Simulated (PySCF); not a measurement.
# Excitation energy of Cs by level of theory

Cs [Xe] 6s1 (2S) → Cs [Xe] 6p1 (2P), as a difference of total energies. Computed with PySCF 2.14 in def2-QZVPPD with the def2 core potential (46 electrons), with a scalar-relativistic core potential. Correlated levels: valence and next inner shell: nothing frozen outside the core potential. The calculations carry no spin-orbit coupling.

| method | excitation energy (eV) |
| --- | --- |
| UHF | 1.196 |
| MP2 (valence and next inner shell) | 1.412 |
| SCS-MP2 (valence and next inner shell) | 1.368 |
| CCSD (valence and next inner shell) | 1.396 |
| CCSD(T) (valence and next inner shell) | 1.414 |

Q: How much does correlation contribute at CCSD(T) (valence and next inner shell)?

A: 1.414 − (1.196) = 0.218 eV, measured against UHF.

Errors of the correlated levels include the incompleteness of this basis.

For comparison: 1.432 eV (measured; NIST levels, between the centres of gravity of the two terms).
